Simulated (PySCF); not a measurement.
Excitations are Tamm–Dancoff values on a coarser integration grid. The basis has no diffuse functions, so Rydberg states are missing or too high.

Cartesian coordinates (Å):
```xyz
23

B      1.3444    -0.6579     1.8482
C      0.3669    -0.2912     0.7038
C     -0.2995     1.0298     1.2245
C     -0.8372     1.6971    -0.0726
C     -0.4963     0.6820    -1.1664
C     -1.3803    -0.5603    -0.9669
C     -0.7825    -1.2321     0.2951
C      0.8730     0.1985    -0.6786
C      1.5659    -0.8630    -1.4797
O      1.1556    -1.3531    -2.4987
H      0.9663    -1.3104     2.7953
H      2.4684    -0.2052     1.8641
H      0.4256     1.6876     1.7334
H     -1.0910     0.7994     1.9524
H     -1.9174     1.9006    -0.0173
H     -0.3319     2.6579    -0.2550
H     -0.5244     1.0874    -2.1873
H     -2.4370    -0.2791    -0.8400
H     -1.3129    -1.2232    -1.8395
H     -1.5075    -1.3541     1.1137
H     -0.3984    -2.2376     0.0615
H      1.6014     1.0201    -0.5441
H      2.5487    -1.1933    -1.0458
```
Charge 0, spin multiplicity 1.

**Question.** What is the computed S1 excitation (TDA), T1 excitation (TDA) and S1–T1 gap (TDA) (PBE0-D4/def2-TZVP // PBE0-D4/def2-SVP run with PySCF 2.14.0)?

**Answer.** 
The S1 excitation (TDA) is 4.26 eV and the T1 excitation (TDA) is 3.60 eV. The S1–T1 gap (TDA) is 0.66 eV.
